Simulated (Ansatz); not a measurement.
A run of Ansatz (development build ahead of 0.2.0) on sextet NdHO at this shape:

```xyz
3

Nd    0.0000    0.0000    0.0000
O     0.0000    0.0000    2.0290
H     0.0000    0.0000    2.9890
```

Its results:

```yaml
Converged: yes
Total_energy: -637.21922 hartree
Spin_squared_of_the_determinant: 8.753
Stability_test: minimum
```

(1) Which input gives this output? Name the method, the orbitals and the basis set, and write the input.

## Answers

(1) ωB97X (unrestricted) in def2-TZVPP. The basis set brings a core potential for Nd, so the total leaves out those core electrons.

```yaml
crystal:
  periodic: [false, false, false]
  atoms:
    - { symbol: Nd, position_ang: [0.0, 0.0, 0.0] }
    - { symbol: O, position_ang: [0.0, 0.0, 2.029] }
    - { symbol: H, position_ang: [0.0, 0.0, 2.989] }
basis:
  gaussian: { orbitals: def2-TZVPP }
magnetization:
  spin_polarized: true
  initial_magnetization: 5
hamiltonian:
  xc: { name: wB97X }
```

Caution: other spin multiplicities were not run.
